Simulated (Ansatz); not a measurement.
Stepwise reaction of `BN[SiH3]` with water, as a gas-phase model of exchange steps in deposition or etching. ΔE in kJ/mol; ΔG adds harmonic PBE0-D4 terms to CCSD(T)/CBS, at 1 bar.

Gas-phase electronic energies from Ansatz, PBE0-D4/def2-TZVP geometries. CBS: MP2 limit from def2 TZ/QZ plus the TZ coupled-cluster correction, frozen cores. This one scheme is used for every species. Functionals use def2-TZVPP. B3LYP here is the variant with VWN-RPA as its local correlation; programs differ in this. Each species was taken in one conformer, which may not be the lowest.

```tsv
step	reaction	PBE-D4	B3LYP-D4	ωB97M-V	CCSD(T)/CBS	ΔG(600 K)
2	`OBN[SiH3]` + H₂O → `OBN[SiH2]O` + H₂	-72.9	-77.3	-77.5	-75.4	-70.5
```

Task: Give the row of step 1, `BN[SiH3]` + H₂O → `OBN[SiH3]` + H₂. (Estimate.)

Result: The calculation gave: 
```tsv
step	reaction	PBE-D4	B3LYP-D4	ωB97M-V	CCSD(T)/CBS	ΔG(600 K)
1	`BN[SiH3]` + H₂O → `OBN[SiH3]` + H₂	-104.7	-106.0	-105.8	-100.4	-92.3
```

Task: By hand: ΔE of the 2 steps together at CCSD(T)/CBS.

Result: (-100.4) + (-75.4) = -175.8 kJ/mol, or -87.9 kJ/mol a step.

In ΔE each step is higher than the one before. All are downhill at CCSD(T)/CBS. ΔG lies between -92.3 and -70.5 kJ/mol a step. PBE-D4 differs from CCSD(T)/CBS by -4.3 to 2.5 kJ/mol a step. Isolated molecules leave out the surface, adducts and barriers. Largest T1 diagnostic: 0.012.
